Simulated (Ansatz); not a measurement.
Molecule: sum formula GeSiH4 (charge +1, doublet). 
Geometry from a B3LYP-D3(BJ)/def2-TZVP (Ansatz, a first-principles code) optimisation:
```xyz
6

Si    -1.5569    -0.0107     0.0324
Ge     0.7306     0.0050    -0.0152
H     -2.2884     1.2271     0.3300
H     -2.2831    -1.2586    -0.2348
H      1.4968    -1.2747    -0.3231
H      1.4912     1.2953     0.2609
```
Charge +1, spin multiplicity 2.

Parts of the frozen-core correlation energy in def2-TZVPP (Ansatz, hartree). Frozen orbitals: 19; correlated occupied orbitals by spin: 6 and 5; virtual: 121 and 122. Open shells are spin-unrestricted. Spin-orbit coupling is left out. Non-relativistic.

```tsv
term	value
reference (HF)	-2366.32825
MP2 opposite-spin	-0.17011
MP2 same-spin	-0.02751
CCSD correlation	-0.23773
(T)	-0.00771
T1 diagnostic	0.013
largest doubles amplitude	0.044
<S^2> of the reference	0.760
```
